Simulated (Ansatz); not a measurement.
**A relaxation, step by step**

BSiNH$_{5}$Cl, singlet, PBE0-D4/def2-TZVP (Ansatz 0.2.0). Settings:

```yaml
hamiltonian: {xc: pbe0, dispersion: d4}
relax: {f_tol: 0.005, max_steps: 200}
```

Start, a step off a saddle point along its unstable mode:

```
atom    x (Å)    y (Å)    z (Å)
  B1  -0.0464   1.0440  -0.0885
 Si2   0.2718  -0.6661   0.6720
  N3  -0.4478   1.6077  -1.2506
  H4  -0.2515  -1.3296  -1.1487
 Cl5   0.4154   1.6000   1.7489
  H6  -0.7258  -1.3738   1.5337
  H7  -0.1625  -2.0434  -0.8322
  H8   1.5599  -1.3914   0.8253
  H9  -0.6132   2.5525  -1.4599
```

```
               step  energy less the last (meV)  largest force component (eV/Å)
                  1                      2110.4                           2.929
                  2                      1919.8                           1.483
                  3                      1757.6                           1.842
                  4                      1474.4                           2.552
                  5                      1129.5                           3.424
                  6                       717.0                           2.394
                  7                       468.1                           1.621
                  8                       277.3                           0.724
                  9                       177.4                           0.869
                 10                        69.4                           0.893
                 11                        12.9                           0.447
                 12                         6.2                           0.023
                 13                         4.1                           0.022
                 14                         1.3                           0.093
15 (rejected trial)                         2.9                           0.186
                 16                         0.4                           0.050
                 17                         0.2                           0.040
                 18                         0.1                           0.045
                 19                         0.0                           0.023
                 20                         0.0                           0.002
```

Step 3, positions (Å) and forces (eV/Å):

| atom | x | y | z | Fx | Fy | Fz |
| --- | --- | --- | --- | --- | --- | --- |
| B1 | -0.098 | 1.125 | -0.196 | -0.017 | -1.411 | -0.225 |
| Si2 | 0.236 | -0.577 | 0.671 | 0.212 | 0.622 | 0.333 |
| N3 | -0.466 | 1.772 | -1.233 | -0.294 | 1.842 | -0.736 |
| H4 | -0.259 | -1.714 | -1.138 | -0.027 | 0.032 | -0.123 |
| Cl5 | 0.461 | 1.449 | 1.719 | 0.200 | 0.069 | 0.752 |
| H6 | -0.773 | -1.300 | 1.470 | -0.031 | -0.076 | 0.013 |
| H7 | -0.139 | -2.375 | -0.793 | 0.022 | -0.144 | 0.035 |
| H8 | 1.585 | -1.175 | 0.820 | -0.107 | -0.062 | -0.074 |
| H9 | -0.547 | 2.794 | -1.320 | 0.042 | -0.872 | 0.025 |

Step 12, positions (Å) and forces (eV/Å):

```json
{"atom": "B1", "x": "-0.157", "y": "1.143", "z": "-0.343", "Fx": "-0.003", "Fy": "0.011", "Fz": "-0.009"}
{"atom": "Si2", "x": "0.337", "y": "-0.100", "z": "1.111", "Fx": "0.000", "Fy": "-0.012", "Fz": "0.006"}
{"atom": "N3", "x": "-0.464", "y": "1.935", "z": "-1.240", "Fx": "0.000", "Fy": "-0.013", "Fz": "0.003"}
{"atom": "H4", "x": "-0.360", "y": "-2.083", "z": "-1.529", "Fx": "-0.002", "Fy": "0.011", "Fz": "-0.003"}
{"atom": "Cl5", "x": "0.789", "y": "1.008", "z": "2.782", "Fx": "0.008", "Fy": "0.007", "Fz": "0.023"}
{"atom": "H6", "x": "-0.791", "y": "-0.999", "z": "1.442", "Fx": "0.000", "Fy": "-0.004", "Fz": "-0.005"}
{"atom": "H7", "x": "-0.177", "y": "-2.596", "z": "-1.018", "Fx": "0.000", "Fy": "0.004", "Fz": "0.000"}
{"atom": "H8", "x": "1.531", "y": "-0.895", "z": "0.743", "Fx": "-0.001", "Fy": "-0.001", "Fz": "-0.002"}
{"atom": "H9", "x": "-0.709", "y": "2.586", "z": "-1.948", "Fx": "-0.002", "Fy": "-0.003", "Fz": "-0.013"}
```

Step 17, positions (Å) and forces (eV/Å):

| atom | x | y | z | Fx | Fy | Fz |
| --- | --- | --- | --- | --- | --- | --- |
| B1 | -0.150 | 1.038 | -0.335 | -0.004 | 0.017 | -0.003 |
| Si2 | 0.358 | -0.136 | 1.172 | 0.003 | 0.006 | -0.007 |
| N3 | -0.470 | 1.761 | -1.285 | -0.004 | 0.000 | -0.026 |
| H4 | -0.383 | -1.730 | -1.539 | 0.012 | -0.040 | 0.030 |
| Cl5 | 0.794 | 1.027 | 2.811 | -0.005 | -0.004 | -0.009 |
| H6 | -0.760 | -1.040 | 1.525 | -0.001 | 0.002 | 0.004 |
| H7 | -0.227 | -2.340 | -1.132 | -0.012 | 0.040 | -0.031 |
| H8 | 1.562 | -0.927 | 0.830 | 0.001 | 0.000 | 0.001 |
| H9 | -0.723 | 2.347 | -2.047 | 0.011 | -0.022 | 0.040 |

Last step (20):

```xyz
9
angstrom
B -0.1490 1.0322 -0.3333
Si 0.3595 -0.1357 1.1770
N -0.4695 1.7481 -1.2884
H -0.3807 -1.7094 -1.5349
Cl 0.7938 1.0345 2.8113
H -0.7581 -1.0387 1.5351
H -0.2356 -2.3388 -1.1588
H 1.5640 -0.9280 0.8388
H -0.7245 2.3358 -2.0468
```

Hardware: 4 CPU threads of an Intel Xeon 6975P-C, shared host. Wall time about 21 s.
